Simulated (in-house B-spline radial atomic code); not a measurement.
A radial electron density 4πr²n(r) was computed for an atom or ion in its tabulated ground configuration with a B-spline radial code for spherical atoms; method: non-relativistic Hartree-Fock, average of configuration. Columns: r (bohr), 4πr²n(r) (electrons per bohr), bar.

```
 0.00286   0.4954 #
 0.00332   0.6554 #
 0.00386    0.867 ##
 0.00448    1.139 ##
 0.00521    1.496 ###
 0.00605    1.951 ####
 0.00703    2.533 #####
 0.00817    3.269 ######
  0.0095     4.19 ########
   0.011    5.291 ##########
  0.0128    6.666 #############
  0.0149    8.304 ################
  0.0173    10.17 ####################
  0.0201    12.27 ########################
  0.0234    14.57 ############################
  0.0271    16.85 ################################
  0.0315    19.08 #####################################
  0.0367    21.02 ########################################
  0.0426    22.35 ###########################################
  0.0495    22.88 ############################################
  0.0575    22.41 ###########################################
  0.0668    20.88 ########################################
  0.0776    18.41 ###################################
  0.0902    15.35 ##############################
   0.105     12.2 #######################
   0.122    9.654 ###################
   0.141    8.189 ################
   0.164    7.869 ###############
   0.191     8.54 ################
   0.222    9.544 ##################
   0.258    10.11 ###################
     0.3    9.668 ###################
   0.348    8.143 ################
   0.404    5.911 ###########
    0.47      3.6 #######
   0.546    1.816 ###
   0.634   0.7375 #
   0.737   0.2311 
   0.856  0.05454 
   0.995 0.009123 
    1.16 0.0009854
```

Q: Which atom or ion is it?
A. Sc15+
B. K15+
C. V16+
D. Ca15+

A: D. The area under the curve, ∫4πr²n dr = ∫r·4πr²n d(ln r) on this logarithmic grid, is 5 electrons, which only this option has. The configuration is [He] 2s2 2p1.
